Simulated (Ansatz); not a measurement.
Compare A (`N[SiH](O)CO`) with its isomer B (`OC(O)N[SiH3]`).

Isolated molecules relaxed with PBE0-D4/def2-TZVP in Ansatz; ΔE leaves out vibrations. CCSD(T)/CBS is the MP2 limit (def2-TZVPP, def2-QZVPP) plus CCSD(T) − MP2 in def2-TZVPP, frozen cores. DFT in def2-TZVPP. B3LYP here is the variant with VWN-RPA as its local correlation; programs differ in this. One conformer a species, not always the lowest.

A:

```xyz
12

N    -0.830    0.621   -1.212
Si   -0.028    0.768    0.313
O    -1.162    0.634    1.494
C     1.150   -0.694    0.319
O     0.395   -1.874    0.045
H    -0.298    0.726   -2.063
H    -1.734    1.056   -1.317
H     0.645    2.069    0.564
H    -1.518   -0.248    1.626
H     1.607   -0.824    1.304
H     1.980   -0.574   -0.395
H    -0.207   -1.658   -0.676
```

B:

```xyz
12

O     1.2229    0.5027    1.3770
C    -0.0668    0.2178    0.9327
O    -0.9249    1.0652    1.6538
N    -0.1706    0.4285   -0.4657
Si    0.1558   -0.8081   -1.6310
H     1.1839    0.6121    2.3328
H    -0.3212   -0.8357    1.1379
H    -1.8094    0.9536    1.2932
H     0.0742    1.3820   -0.7025
H    -0.5632   -2.0283   -1.1818
H     1.5928   -1.1553   -1.8115
H    -0.3735   -0.3345   -2.9348
```

**Question.** Which isomer does CCSD(T)/CBS put lower? Give the gap. (Best estimate.)

**Answer.** The calculation gave: A, by 42.1 kcal/mol.

**Question.** Give E(B) − E(A) in kcal/mol with MP2/def2-TZVPP, B3LYP, CCSD/def2-TZVPP, PBE-D4, r2SCAN-D4, B3LYP-D4, PBE0-D4. (Estimate.)

**Answer.** The calculation gave: MP2/def2-TZVPP 42.3, B3LYP 40.3, CCSD/def2-TZVPP 40.3, PBE-D4 39.3, r2SCAN-D4 41.0, B3LYP-D4 40.8, PBE0-D4 39.5. None reverses the order clearly.

Largest T1 diagnostic: 0.011.

In def2-TZVPP, CCSD(T) changes the Hartree–Fock value by +2.3 kcal/mol (the triples alone add −0.1 kcal/mol) and MP2 by +4.3 kcal/mol.
